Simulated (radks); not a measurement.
Values are calculated unless marked as measured or tabulated.
Coulomb parameter of the 5d shell of neutral iridium in the model configuration [Xe] 4f14 5d5.5 6s2 6p1.5, as a second difference U = [E(n + 0.25) + E(n - 0.25) - 2 E(n)] / (0.25)^2 with all orbitals relaxed. "Bare": the charge of the atom changes with n. "Screened": the 6p shell takes up the change at fixed total charge, which measures U(5d,5d) + U(6p,6p) - 2 U(5d,6p). Code: a radial shooting solver on a logarithmic mesh with Libxc functionals. Model: scalar-relativistic Kohn-Sham, PBE, spin-unpolarised, spherical densities, finite nucleus; Fermi nuclear charge, rms radius 5.4032 fm.

| case | configuration | E - E(n) (eV) |
|---|---|---|
| start | [Xe] 4f14 5d5.5 6s2 6p1.5 | 0.000 |
| bare +0.25 | [Xe] 4f14 5d5.75 6s2 6p1.5 | -2.851 |
| bare -0.25 | [Xe] 4f14 5d5.25 6s2 6p1.5 | 3.448 |
| screened +0.25 | [Xe] 4f14 5d5.75 6s2 6p1.25 | -2.334 |
| screened -0.25 | [Xe] 4f14 5d5.25 6s2 6p1.75 | 2.490 |

U(bare) = 9.553 eV, U(screened by 6p) = 2.490 eV, against the Slater integral F0(5d,5d) = 15.395 eV with frozen orbitals. The step up makes a negative ion, whose loosely bound charge lowers the bare value.
